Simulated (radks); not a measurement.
Neutral terbium inside a hard spherical wall (all orbitals vanish at R), configuration held at [Xe] 4f9 6s2 and not refilled when levels cross. Method: scalar-relativistic Kohn-Sham, PBE, spin-polarised, spherical densities, finite nucleus; open shells are filled with parallel spins first (spin-orbit coupling, left out, can overturn this in heavy ions); Fermi nuclear charge, rms radius 5.06 fm; computed with a radial shooting solver on a logarithmic mesh with Libxc functionals. Eigenvalues in eV for spin up, with the zero of energy where the potential of the charges vanishes at infinity; a dash marks a level that is unbound or too diffuse for the functional's potential to be trusted. A positive occupied level is held by the wall or, in an anion where self-interaction has pushed it up, behind a barrier. The pressure on the wall is -dE/dV.

R (bohr),E (hartree),kinetic (hartree),e(5s),e(5p),e(4f),e(6s),"e(5d, empty)","e(6p, empty)",pressure (GPa)
free,-11708.1829,12599.446,-48.408,-25.522,-4.467,-3.781,-1.477,-1.198,0
20,-11708.1829,12599.446,-48.407,-25.521,-4.467,-3.781,-1.477,-1.198,< 0.0001
15,-11708.1829,12599.447,-48.404,-25.518,-4.464,-3.779,-1.474,-1.182,0.000220
12,-11708.1825,12599.451,-48.367,-25.482,-4.427,-3.752,-1.438,-1.091,0.00658
7,-11708.1371,12599.703,-47.078,-24.218,-3.150,-2.486,-0.204,1.243,2.00
6,-11708.0674,12599.999,-46.035,-23.213,-2.101,-1.064,0.891,3.545,7.04
5,-11707.8791,12600.720,-44.223,-21.498,-0.219,2.212,3.003,8.529,28.7
3,-11704.6835,12612.636,-30.675,-7.873,15.695,41.828,22.333,59.483,1410
